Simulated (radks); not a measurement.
Values are calculated unless marked as measured or tabulated.
The zirconium ion Zr+ inside a hard spherical wall (all orbitals vanish at R), configuration held at [Kr] 4d2 5s1 and not refilled when levels cross. Level of theory: scalar-relativistic Kohn-Sham, PBE, spin-unpolarised, spherical densities, point nucleus (a radial shooting solver on a logarithmic mesh with Libxc functionals). Eigenvalues in eV, with the zero of energy where the potential of the charges vanishes at infinity; a dash marks a level that is unbound or too diffuse for the functional's potential to be trusted. A positive occupied level is held by the wall or, in an anion where self-interaction has pushed it up, behind a barrier. The pressure on the wall is -dE/dV.

| R (bohr) | E (hartree) | kinetic (hartree) | e(4s) | e(4p) | e(4d) | e(5s) | e(5p, empty) | e(6s, empty) | pressure (GPa) |
|---|---|---|---|---|---|---|---|---|---|
| free | -3598.26873 | 3699.837 | -61.180 | -39.141 | -9.983 | -9.945 | -6.262 | - | 0 |
| 20 | -3598.26873 | 3699.837 | -61.180 | -39.141 | -9.983 | -9.945 | -6.262 | - | < 0.0001 |
| 15 | -3598.26873 | 3699.837 | -61.180 | -39.141 | -9.982 | -9.945 | -6.261 | -2.929 | < 0.0001 |
| 12 | -3598.26872 | 3699.838 | -61.179 | -39.141 | -9.982 | -9.944 | -6.257 | -2.652 | 0.000194 |
| 10 | -3598.26858 | 3699.839 | -61.168 | -39.130 | -9.973 | -9.935 | -6.217 | -1.919 | 0.00504 |
| 5 | -3598.15929 | 3700.408 | -59.090 | -37.135 | -8.036 | -6.723 | -0.860 | 20.721 | 12.8 |
| 3.5 | -3597.46881 | 3703.151 | -53.740 | -32.000 | -1.640 | 7.872 | 18.480 | 74.547 | 225 |
| 3 | -3596.52034 | 3706.836 | -49.039 | -27.201 | 4.886 | 24.251 | 38.155 | 121.75 | 758 |
| 2.5 | -3593.98170 | 3716.266 | -39.438 | -16.743 | 18.927 | 60.436 | 78.988 | 211.81 | 3100 |
| 1.5 | -3556.92254 | 3826.596 | 59.923 | 94.104 | 149.82 | 396.32 | 425.81 | 891.89 | 116000 |
